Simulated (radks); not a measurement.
Trend from Mg+ to Ar+: ionisation energy by Delta-SCF between NIST ground configurations, and size. Method: non-relativistic Kohn-Sham, PBEsol, spin-polarised, spherical densities, point nucleus; open shells are filled with parallel spins first; computed with a radial shooting solver on a logarithmic mesh with Libxc functionals.

| species | configuration | configuration of the ion | IE (eV) | NIST (eV) | kind | outermost | <r> outermost (bohr) |
|---|---|---|---|---|---|---|---|
| Mg+ | [Ne] 3s1 | [Ne] | 15.174 | 15.035 | exp. | 3s | 2.77 |
| Al+ | [Ne] 3s2 | [Ne] 3s1 | 18.635 | 18.829 | exp. | 3s | 2.38 |
| Si+ | [Ne] 3s2 3p1 | [Ne] 3s2 | 16.246 | 16.346 | exp. | 3p | 2.44 |
| P+ | [Ne] 3s2 3p2 | [Ne] 3s2 3p1 | 19.831 | 19.769 | semi-emp. | 3p | 2.11 |
| S+ | [Ne] 3s2 3p3 | [Ne] 3s2 3p2 | 23.319 | 23.338 | exp. | 3p | 1.87 |
| Cl+ | [Ne] 3s2 3p4 | [Ne] 3s2 3p3 | 23.616 | 23.814 | exp. | 3p | 1.73 |
| Ar+ | [Ne] 3s2 3p5 | [Ne] 3s2 3p4 | 27.665 | 27.630 | exp. | 3p | 1.56 |

Reference values: NIST Atomic Spectra Database (exp. = measured, semi-emp. = semi-empirical, theory = theoretical value adopted there). Open shells are spherical and high-spin; term and fine-structure splittings are not resolved.
